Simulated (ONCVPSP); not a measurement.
**Cd (Z = 48), ONCV: configuration errors across variants**

cadmium (Cd), optimised norm-conserving Vanderbilt (ONCV), made with ONCVPSP 4.0.1 (PBE, scalar-relativistic). Core [Ar] 3d10, reference 4s2 4p6 4d10 5s2. Waves: 4s+5s: rc 1.70 bohr, ncon 4, nbas 7, qcut 7.7 1/bohr, 2 projectors; 4p: rc 1.00 bohr, ncon 3, nbas 7, qcut 7.4 1/bohr, 2 projectors, debl 2 Ha; 4d: rc 1.85 bohr, ncon 3, nbas 8, qcut 8.2 1/bohr, 2 projectors, debl 0.6 Ha. Local part: polynomial inside 0.70 bohr (lpopt 5, dvloc0 2 Ha). Core correction: Teter function fitted to the true core (icmod 2), fcfact 0.65.

In the p channel the program set the typed energies aside and used -2.461, 0.250 Ha.

All-electron excitation energies from the reference (eV): (1) 4s2 4p6 4d10 5s1 9.273; (2) 4s2 4p6 4d10 5s0 26.399; (3) 4s2 4p6 4d9 5s0 64.408; (4) 4s2 4p6 4d9 5s2 17.975.

A true bound ghost makes a file unfit for plane-wave use even where its test errors are small: the radial tests pick states by their node count and pass the ghost by.

Errors AE − PS in meV (a dash: test not solved or not reliable):

| change | (1) | (2) | (3) | (4) | bound ghosts | GHOST(+) flags above zero |
| --- | --- | --- | --- | --- | --- | --- |
| base | -2.2 | -8.6 | -8.2 | +14 | s | none |
| d: qcut 4.7 | -3.7 | -26 | -23 | +98 | s, d | none |
| d: qcut 6.6 | -2.2 | -10 | -6.2 | +38 | s | d |
| d: qcut 7.8 | -2.2 | -8.7 | -7.5 | +19 | s | none |
| d: qcut 8.6 | -2.3 | -8.6 | -8.8 | +10 | s | none |
| d: qcut 9.4 | -2.3 | -8.6 | -9.9 | +5.0 | s | none |
| d: qcut 10.7 | -2.4 | -8.7 | -11 | +0.5 | s | none |
| d: qcut 11.4 | -2.4 | -8.7 | -11 | +0.3 | s | none |
| d: qcut 12.2 | -2.4 | -8.8 | -12 | -1.9 | s | d |

**Question.** Give the same row for: d: qcut 5.9.

**Answer.** -2.4, -13, -7.5, +56; bound ghosts: s; GHOST(+) flags above zero: none.
